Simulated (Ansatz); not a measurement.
Wavefunction ladder for CH₈OSSi₂ (`OC([SiH3])([SiH3])S`)

```
atom   x (Å)   y (Å)   z (Å)
  O1   0.121  -1.212   1.231
  C2   0.114  -0.049   0.411
 Si3   1.457  -0.210  -0.934
 Si4  -1.615   0.080  -0.355
  S5   0.458   1.479   1.319
  H6   0.920  -1.196   1.772
  H7   1.499   0.983  -1.816
  H8   1.158  -1.424  -1.734
  H9   2.765  -0.382  -0.246
 H10  -2.581   0.410   0.725
 H11  -1.993  -1.205  -0.998
 H12  -1.598   1.161  -1.372
 H13  -0.704   1.566   1.997
```

Total charge 0; spin multiplicity 1. The geometry is a stationary point of PBE0-D4/def2-TZVP. It is one conformer, not always the lowest. Frozen core, restricted reference, Ansatz. CBS rows extrapolate triple and quadruple zeta; past MP2 they add the triple-zeta difference.

```csv
basis,HF (Eh),MP2 corr.
def2-TZVPP,-1092.83788,-0.85138
def2-QZVPP,-1092.87271,-0.91674
```

Estimate the CCSD correlation energy and the (T) correction in each basis where they were run (hartree).


| basis | CCSD corr. | (T) |
| --- | --- | --- |
| def2-TZVPP | -0.91571 | -0.03767 |
| CBS(def2) | -1.02948 | as TZ |
